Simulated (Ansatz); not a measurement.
# Molecular dynamics of SiH$_{6}$CO

input.yaml

```yaml
accuracy: low
crystal:
  lattice:
    - [8.418835, 0.0, 0.0]
    - [0.0, 8.418835, 0.0]
    - [0.0, 0.0, 8.418835]
  atoms:
    - { symbol: O, position: [0.28141534, 0.56961399, 0.11528887] }
    - { symbol: C, position: [0.36564427, 0.68190223, 0.07638662] }
    - { symbol: H, position: [0.31394325, 0.79734759, 0.0355878] }
    - { symbol: H, position: [0.49702815, 0.68446995, 0.07204079] }
    - { symbol: O, position: [0.74397737, 0.16182934, 0.82217929] }
    - { symbol: C, position: [0.80773652, 0.14084347, 0.68974178] }
    - { symbol: H, position: [0.74632154, 0.1793507, 0.57989271] }
    - { symbol: H, position: [0.9344766, 0.10010292, 0.68602494] }
    - { symbol: O, position: [0.7016001, 0.64344113, 0.90518479] }
    - { symbol: C, position: [0.70321461, 0.51505913, 0.83964435] }
    - { symbol: H, position: [0.80311181, 0.43432028, 0.8364225] }
    - { symbol: H, position: [0.59799102, 0.46600382, 0.77069031] }
    - { symbol: Si, position: [0.24434567, 0.09384911, 0.57164551] }
    - { symbol: H, position: [0.21573782, 0.23367015, 0.45859202] }
    - { symbol: H, position: [0.11673775, -0.02037659, 0.51364097] }
    - { symbol: H, position: [0.39951804, 0.00763302, 0.5538359] }
    - { symbol: H, position: [0.25286178, 0.13805201, 0.74824434] }
    - { symbol: Si, position: [0.89181058, 0.59276912, 0.36218941] }
    - { symbol: H, position: [0.93981997, 0.52035628, 0.2183186] }
    - { symbol: H, position: [0.83574886, 0.75654726, 0.35265665] }
    - { symbol: H, position: [0.74134687, 0.48788966, 0.36676798] }
    - { symbol: H, position: [1.01763252, 0.56141066, 0.48702439] }
    - { symbol: Si, position: [0.94374936, 0.03686051, 0.11540833] }
    - { symbol: H, position: [1.03857684, -0.02544738, 0.24897734] }
    - { symbol: H, position: [1.04880238, 0.15457123, 0.04349197] }
    - { symbol: H, position: [0.88778258, -0.10782101, 0.02150145] }
    - { symbol: H, position: [0.80051365, 0.11934641, 0.16268938] }
basis:
  ecutwfc: 420.0
kpoints:
  mp_grid: { grid: [1, 1, 1] }
hamiltonian:
  xc: pbe
  dispersion: d3bj
scf:
  occupations: { method: fermi_dirac, width: 0.02 }
  lower_state_search: "off"
md:
  timestep: 0.5
  n_steps: 250
  ensemble: nve
  temperature: 400.0
  initial_velocities: maxwell_boltzmann
  seed: 491520
```

Run as:

```bash
$ ansatz run input.yaml --threads 1 --pin off --max-ram 3072MiB --backend cpu --events-out ev --progress --plain --runs-dir out
```

It goes on from the last frame of an earlier run, with new velocities.

Output, in part (step lines):

```
md step     0: t =     0.00 fs  T =   400.0 K  F+E_penalty+E_count = -4644.51011769 eV  E_kin = 1.344304 eV  conserved = -4643.16581370 eV  (9 SCF iters)
md step     1: t =     0.50 fs  T =   385.2 K  F+E_penalty+E_count = -4644.45996220 eV  E_kin = 1.294600 eV  conserved = -4643.16536196 eV  (8 SCF iters)
md step     2: t =     1.00 fs  T =   370.0 K  F+E_penalty+E_count = -4644.40831914 eV  E_kin = 1.243358 eV  conserved = -4643.16496135 eV  (8 SCF iters)
md step     3: t =     1.50 fs  T =   356.0 K  F+E_penalty+E_count = -4644.36108765 eV  E_kin = 1.196411 eV  conserved = -4643.16467632 eV  (8 SCF iters)
md step     4: t =     2.00 fs  T =   344.6 K  F+E_penalty+E_count = -4644.32249729 eV  E_kin = 1.157979 eV  conserved = -4643.16451821 eV  (8 SCF iters)
md step     5: t =     2.50 fs  T =   336.4 K  F+E_penalty+E_count = -4644.29488128 eV  E_kin = 1.130424 eV  conserved = -4643.16445743 eV  (4 SCF iters)
md step     6: t =     3.00 fs  T =   331.7 K  F+E_penalty+E_count = -4644.27906102 eV  E_kin = 1.114607 eV  conserved = -4643.16445403 eV  (4 SCF iters)
md step     7: t =     3.50 fs  T =   330.4 K  F+E_penalty+E_count = -4644.27493531 eV  E_kin = 1.110455 eV  conserved = -4643.16448022 eV  (4 SCF iters)
[... lines left out ...]
md step   250: t =   125.00 fs  T =   384.4 K  F+E_penalty+E_count = -4644.45651752 eV  E_kin = 1.291885 eV  conserved = -4643.16463285 eV  (8 SCF iters)
```

The steps, from the saved trajectory:

| time (fs) | T (K) | potential energy less start (eV) | conserved less start (meV/atom) |
| --- | --- | --- | --- |
| 0.0 | 400 | 0.000 | 0.00 |
| 4.0 | 332 | 0.228 | 0.05 |
| 8.0 | 413 | -0.043 | 0.01 |
| 12.0 | 465 | -0.219 | 0.02 |
| 16.0 | 425 | -0.082 | 0.01 |
| 20.0 | 340 | 0.203 | 0.06 |
| 24.0 | 420 | -0.068 | 0.00 |
| 28.0 | 474 | -0.247 | 0.02 |
| 32.0 | 465 | -0.217 | 0.01 |
| 36.0 | 353 | 0.159 | 0.05 |
| 40.0 | 417 | -0.058 | -0.01 |
| 44.0 | 443 | -0.145 | 0.04 |
| 48.0 | 467 | -0.226 | 0.01 |
| 52.0 | 424 | -0.079 | 0.01 |
| 56.0 | 392 | 0.028 | 0.03 |
| 60.0 | 415 | -0.049 | 0.03 |
| 64.0 | 454 | -0.184 | -0.02 |
| 68.0 | 412 | -0.041 | 0.03 |
| 72.0 | 414 | -0.046 | 0.01 |
| 76.0 | 380 | 0.069 | 0.01 |
| 80.0 | 407 | -0.023 | 0.00 |
| 84.0 | 378 | 0.076 | 0.06 |
| 88.0 | 470 | -0.237 | -0.05 |
| 92.0 | 350 | 0.170 | 0.06 |
| 96.0 | 375 | 0.084 | 0.02 |
| 100.0 | 397 | 0.011 | 0.01 |
| 104.0 | 447 | -0.157 | -0.02 |
| 108.0 | 378 | 0.077 | 0.07 |
| 112.0 | 376 | 0.079 | 0.01 |
| 116.0 | 370 | 0.100 | 0.02 |
| 120.0 | 450 | -0.167 | 0.00 |
| 124.0 | 387 | 0.046 | 0.05 |

All steps were run. The conserved energy stayed within 0.074 meV per atom of its start (net change 0.044 meV per atom), so the integration is sound. A run of 0.12 ps of so small a system gives no equilibrium averages. Limits of this set-up: coarse k mesh, low accuracy level.

Mean squared displacements from the first frame to the last, about the centre of mass: O 0.55 Å², C 0.44 Å², H 2.87 Å², Si 0.58 Å².

Last frame:

```xyz
27
Lattice="8.4188 0.0000 0.0000 0.0000 8.4188 0.0000 0.0000 0.0000 8.4188" Properties=species:S:1:pos:R:3
O 3.428 4.811 0.499
C 3.126 5.605 1.353
H 2.015 5.811 1.605
H 3.923 6.221 1.746
O 6.138 1.474 6.855
C 6.267 1.131 5.726
H 6.616 0.111 5.354
H 5.973 1.832 4.945
O 5.683 5.885 7.493
C 6.029 4.740 7.645
H 6.590 4.181 6.834
H 5.969 4.305 8.705
Si 2.281 0.230 4.210
H 2.781 1.566 4.866
H 1.078 -0.392 4.982
H 1.917 0.484 2.789
H 3.217 -0.982 4.380
Si 7.121 5.618 3.529
H 7.543 5.314 2.200
H 5.668 5.585 3.554
H 7.472 4.609 4.465
H 7.808 6.806 4.144
Si 7.948 -0.139 0.816
H 8.878 -1.016 1.518
H 8.512 1.188 0.468
H 7.258 -0.788 -0.359
H 7.081 -0.014 1.998
```

Run time: 9.4 min on 1 thread of Intel(R) Xeon(R) Platinum 8488C (Sapphire Rapids) (shared host), peak memory 0.63 GiB.
